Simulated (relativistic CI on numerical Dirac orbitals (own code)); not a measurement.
Method of calculation: Dirac-Coulomb-Breit CI, separate exchange-only KLI orbitals for each configuration, model QED, unscaled Slater integrals (own radial code, finite nucleus).

The strongest absorption lines from the ground level of an ion, among the configurations computed and to levels below about 91.5 eV (vacuum wavelength in Å, gf): 150.35 (3.6), 150.96 (0.77), 151.06 (2.4), 157.73 (4.3), 157.82 (0.76), 169.78 (4.3), 190.86 (1.9), 204.60 (0.71).

**Question.** Which ion is it?
A. Zn10+
B. Fe6+
C. Fe4+
D. Fe8+

**Answer.** B. Fe6+ has 20 electrons and the ground level 3s2 3p6 3d2 3F_2; the strongest line goes to 3s2 3p5 3d3 3D°_1. The pattern of lines fixes the number of electrons, and along that sequence the line energies rise steadily with the charge (about as its square where n changes within one kind of shell, about linearly where n is kept but much faster in heavy ions where fine structure, which grows about as Z⁴, sets the gap, and irregularly where shells cross), which fixes Z. Configurations outside the model, such as inner-shell arrays, can give stronger lines. At this charge configurations can still be misplaced by up to about 7 % of their energy. Terms inside the open d or f shell come out 10 to 20 % too wide with unscaled integrals. 37 of the 62 excited levels that our extract of the measured tables holds in this range could be paired (the sources list more); they are missed by 5872 cm⁻¹ on average and 133213 at most, and levels without a partner can miss by more.

LS names give the leading component of a level, which can be under half, so a name can repeat, a term be missing and a line seem to break the LS rules.
